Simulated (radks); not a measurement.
Task: Valence configurations of Sb (all share [Kr]). All-electron calculation, non-relativistic Kohn-Sham, r2SCAN, spin-unpolarised, spherical densities, point nucleus; meta-GGA in the generalised Kohn-Sham scheme; relativity is left out, which matters for an element this heavy. Program: a radial shooting solver on a logarithmic mesh with Libxc functionals. Order these by energy: 4d10 5s1 5p4; 4d9.5 5s2 5p3.5; 4d9 5s0.5 5p5.5; 4d10 5s0.5 5p4.5; 4d9.5 5s0.5 5p5; 4d10 5p5; 4d9 5s2 5p4; 4d10 5s2 5p3; 4d10 5s1.5 5p3.5; 4d8 5s2 5p5.

Result: From the lowest, in eV above it: 4d10 5s2 5p3 0.000; 4d10 5s1.5 5p3.5 3.648; 4d10 5s1 5p4 7.321; 4d10 5s0.5 5p4.5 11.015; 4d10 5p5 14.731; 4d9.5 5s2 5p3.5 16.209; 4d9.5 5s0.5 5p5 27.752; 4d9 5s2 5p4 33.677; 4d9 5s0.5 5p5.5 45.725; 4d8 5s2 5p5 72.379. NIST lists [Kr] 4d10 5s2 5p3 as the ground configuration; this level of theory agrees among the configurations tried. The energies are those of spherical spin-averaged densities, not of single terms. Relativity is left out, which favours d and f over s occupation in heavy atoms.
